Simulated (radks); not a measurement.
All-electron atom: Al III in [Ne] 3s1 (the NIST ground configuration).

All-electron calculation, non-relativistic Kohn-Sham, r2SCAN, spin-polarised, spherical densities, point nucleus; open shells are filled with parallel spins first; meta-GGA in the generalised Kohn-Sham scheme. Program: a radial shooting solver on a logarithmic mesh with Libxc functionals.

Energy parts (Ry):
part                       energy
total                  -482.87356
kinetic                 482.18148
electron-nucleus      -1136.98396
Hartree                 208.09869
exchange-correlation    -36.16978

Orbitals (lengths in bohr, moments of r in powers of bohr; <r^-3> diverges for s and p1/2; r(90%) holds 90 % of the orbital's charge):
orbital  occ.  eigenvalue (Ry)  r(90%)  <r^-3>
1s up       1        -113.1090   0.215       -
1s down     1        -113.0988   0.215       -
2s up       1         -9.68650   0.985       -
2s down     1         -9.67630   0.987       -
2p up       3         -6.76264    1.01   35.64
2p down     3         -6.74743    1.01   35.68
3s up       1         -1.81184    3.27       -

The highest occupied level is 3s up at -24.651 eV. The electron density at the nucleus is 1403 e/bohr^3. Virial ratio -V/T = 2.00144.
